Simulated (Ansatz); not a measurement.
Species: SrCl, charge 1, singlet. SrCl+ (SMILES [Cl][Sr+]).
B3LYP-D3(BJ)/def2-TZVP minimum from Ansatz (a quantum-chemistry and plane-wave program):
```xyz
2

Sr     0.0000     0.0000    -0.7671
Cl     0.0000     0.0000     1.7148
```
Charge +1, spin multiplicity 1.

Total energies in def2-QZVPP, 8 correlated electrons, 9 frozen orbitals. UHF or UKS for unpaired electrons; spin-orbit terms are left out. Cores are frozen in correlated methods (noble-gas shells, and filled d and f shells in the p block). Past Kr the def2 sets carry scalar-relativistic core potentials. The spin of ClSr+ ([Cl][Sr+], singlet) was assumed, and the state is the lowest solution found for it.

```
method    program  energy (Eh)  minus CCSDT(Q) (mEh)
--------  -------  -----------  --------------------
HF         Ansatz   -489.77859                250.87
MP2        Ansatz   -490.00303                 26.43
CCSD       Ansatz   -490.01783                 11.63
CCSD(T)    Ansatz   -490.02855                  0.92
CCSDT(Q)   Ansatz   -490.02946                  0.00
```

Rough core times of Ansatz's runs on a shared machine: CCSD(T) under 20 s, CCSDT(Q) 4 min.
